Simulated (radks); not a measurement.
Question: These are the eigenvalues of the occupied orbitals of an atom or ion with whole-number occupations (hartree). Calculated with a radial shooting solver on a logarithmic mesh with Libxc functionals: Dirac Kohn-Sham, PBE, spin-unpolarised, spherical densities, point nucleus.

1s1/2: -1163.044
2s1/2: -179.5846
2p1/2: -168.3468
2p3/2: -158.2595
3s1/2: -36.93738
3p1/2: -32.31925
3p3/2: -30.43806
3d3/2: -22.29790
3d5/2: -21.90439
4s1/2: -7.47251
4p1/2: -5.87641
4p3/2: -5.51280
4d3/2: -2.94992
4d5/2: -2.89307
5s1/2: -1.67089
5p1/2: -1.27487
5p3/2: -1.22518

Which element is it, and in what charge state? The configuration may be excited. Open shells, if any, are shared by 2j + 1.

Answer: Z = 52, tellurium, charge +3: Te3+ in [Kr] 4d9 5s2 5p2. The list shows which subshells hold electrons but not how many an open one holds; the 1s level, -1163 hartree, gives Z - s = 48.2 by -(Z - s)^2/2, which with screening and relativity narrows Z to a few neighbours, and the depths of the outer levels then fix element, charge and occupations together.
